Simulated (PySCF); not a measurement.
Choosing a molecule for a target property.

Species are written as SMILES; each is one conformer at its optimised geometry, gas phase, non-relativistic unless stated. Electronic properties by PySCF.

Dipoles, sizes and rotational constants follow the conformer. The torsions of the flexible species, by atom-mapped SMILES:
- `[CH3:1]/[CH:2]=[C:3](\[C:4](=[O:5])[Cl:6])[CH:7]([CH3:8])[CH3:9]`: C2–C3–C4–O5 -121°, C2–C3–C7–C8 -126°
- `[CH3:1][C:2]([CH3:3])([CH3:4])/[CH:5]=[CH:6]/[C:7](=[O:8])[Cl:9]`: C1–C2–C5–C6 -121°, C5–C6–C7–O8 0°
- `[CH3:1][SiH2:2][NH:3][SiH2:4][c:5]1[cH:6][cH:7][cH:8][o:9]1`: C1–Si2–N3–Si4 176°, Si2–N3–Si4–C5 176°, N3–Si4–C5–C6 -177°
- `[CH:1]#[C:2][Si@@H:3]([SiH2:4][NH2:5])[C@H:6]([CH3:7])[CH:8]=[O:9]`: C2–Si3–Si4–N5 -92°, C2–Si3–C6–C7 53°, Si3–C6–C8–O9 -60°, H–N5–Si4–Si3 53°, H–N5–Si4–Si3 -171°
- `[CH3:1][C:2]1=[CH:3][CH2:4][C@H:5]1[CH2:6][CH2:7][Cl:8]`: C4–C5–C6–C7 -74°, C5–C6–C7–Cl8 -67°

**Question.** Wanted: HOMO–LUMO gap below 6 eV (PBE0/pcSseg-1) and dipole moment below 4 D (PBE0/pcSseg-1), at GFN2-xTB geometries. Which candidate meets both?
A. `C#C[Si@@H]([SiH2]N)[C@H](C)C=O`
B. `C/C=C(\C(=O)Cl)C(C)C`
C. `CC(C)(C)/C=C/C(=O)Cl`
D. `C[SiH2]N[SiH2]c1ccco1`

**Answer.** A. Computed values:
```
                       species  HOMO–LUMO gap  dipole moment
C#C[Si@@H]([SiH2]N)[C@H](C)C=O        5.87 eV         1.93 D
          C/C=C(\C(=O)Cl)C(C)C        6.12 eV         3.20 D
          CC(C)(C)/C=C/C(=O)Cl        6.33 eV         4.50 D
         C[SiH2]N[SiH2]c1ccco1        6.61 eV         1.40 D
```

**Question.** Wanted: smallest rotational constant between 0.6 GHz and 0.8 GHz (GFN2-xTB) and HOMO energy below -7 eV (PBE0/pcSseg-1), at GFN2-xTB geometries. Which candidate meets both?
A. `CC1=CC[C@H]1CCCl`
B. `C#C[Si@@H]([SiH2]N)[C@@H](C=O)C`
C. `C/C=C(\C(=O)Cl)C(C)C`
D. `C[SiH2]N[SiH2]c1ccco1`
E. `C(=C\C(Cl)=O)/C(C)(C)C`

**Answer.** B. Computed values:
```
                        species  smallest rotational constant  HOMO energy
          C[SiH2]N[SiH2]c1ccco1                     0.444 GHz     -6.72 eV
         C(=C\C(Cl)=O)/C(C)(C)C                     0.547 GHz     -8.34 eV
C#C[Si@@H]([SiH2]N)[C@@H](C=O)C                     0.680 GHz     -7.04 eV
               CC1=CC[C@H]1CCCl                     0.773 GHz     -6.93 eV
           C/C=C(\C(=O)Cl)C(C)C                     0.889 GHz     -7.60 eV
```
